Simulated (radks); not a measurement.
All-electron atom: the iodine ion I+ in [Kr] 4d9.5 5s1.5 5p5 (fractional occupations, a model configuration).

Calculated with a radial shooting solver on a logarithmic mesh with Libxc functionals: scalar-relativistic Kohn-Sham, r2SCAN, spin-polarised, spherical densities, finite nucleus; open shells are filled with parallel spins first (spin-orbit coupling, left out, can overturn this in heavy ions); meta-GGA in the generalised Kohn-Sham scheme; Fermi nuclear charge, rms radius 4.75 fm.

Energy parts (eV):
part                       energy
total                 -193626.645
kinetic                203241.971
electron-nucleus      -467767.642
Hartree                 75825.176
exchange-correlation    -4926.151

Orbitals (lengths in bohr, moments of r in powers of bohr; <r^-3> diverges for s and p1/2):
orbital  occ.  eigenvalue (eV)   <1/r>  <r^-3>      <r>      <r^4>
1s up       1        -33056.83   56.83       -  0.02723  2.647e-06
1s down     1        -33056.73   56.83       -  0.02723  2.647e-06
2s up       1        -5137.576   13.04       -   0.1171  0.0004506
2s down     1        -5137.299   13.04       -   0.1171  0.0004505
2p up       3        -4609.642   12.46    5773   0.1025  0.0003263
2p down     3        -4609.392   12.46    5773   0.1025  0.0003263
3s up       1        -1055.731   4.684       -   0.3134    0.01919
3s down     1        -1055.615   4.683       -   0.3134    0.01918
3p up       3        -883.5493   4.446    1108   0.3116    0.02022
3p down     3        -883.3897   4.446    1108   0.3116    0.02020
3d up       5        -626.1586   4.200   152.0   0.2885    0.01775
3d down     5        -625.8943   4.200   152.0   0.2885    0.01773
4s up       1        -199.7233   1.885       -   0.7389     0.5575
4s down     1        -198.8293   1.884       -   0.7391     0.5569
4p up       3        -145.2872   1.730   215.1   0.7893     0.7642
4p down     3        -144.4045   1.729   214.9   0.7891     0.7606
4d up       5         -65.4789   1.454   22.70   0.9116      1.613
4d down   4.5         -64.5349   1.456   22.76   0.9091      1.584
5s up       1         -29.1365  0.6881       -    1.892      24.41
5s down   0.5         -27.3144  0.6819       -    1.913      25.92
5p up       3         -17.3388  0.5754   24.44    2.235      49.72
5p down     2         -15.8518  0.5619   23.03    2.287      55.69

The highest occupied level is 5p down at -15.852 eV. The density falls to 0.001 e/bohr^3 at r = 4.18 bohr. The electron density at the nucleus is 2.569e+05 e/bohr^3 (large components only). Spin moment in Bohr magnetons: 2.
